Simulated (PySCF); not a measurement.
## From computed data to an observable: oscillator strength and radiative lifetime

benzobisthiadiazole (C₆H₂N₄S₂), SMILES c1c2c(cc3nsnc13)N=S=N2.

Geometry optimised at B3LYP-D3(BJ)/def2-SVP.

TDDFT-PBE/def2-SVP in PySCF puts the first singlet state with f over 0.02 at 2.31 eV (vertical), with the transition dipole (0.000, 0.000, -0.779) in atomic units.

**Question.** Find the oscillator strength, the wavelength and the radiative lifetime that this transition would have in vacuum if emission retraced absorption.

**Answer.** 
|μ|² = 0.6068 au, so |μ| = 1.98 D. ΔE = 2.31/27.211 = 0.0849 hartree. f = (2/3) ΔE |μ|² = 0.034 (the program prints 0.034).
λ = 1239.84/2.31 = 537 nm; ν = 18631 cm⁻¹.
Einstein's coefficient A = 0.6670 ν² f s⁻¹ (ν in cm⁻¹) = 8000000 s⁻¹, so τ = 1/A = 130 ns. This state is S1. The figure is the radiative limit of this one transition; relaxation, internal conversion, crossing to triplets and a medium change what is measured.
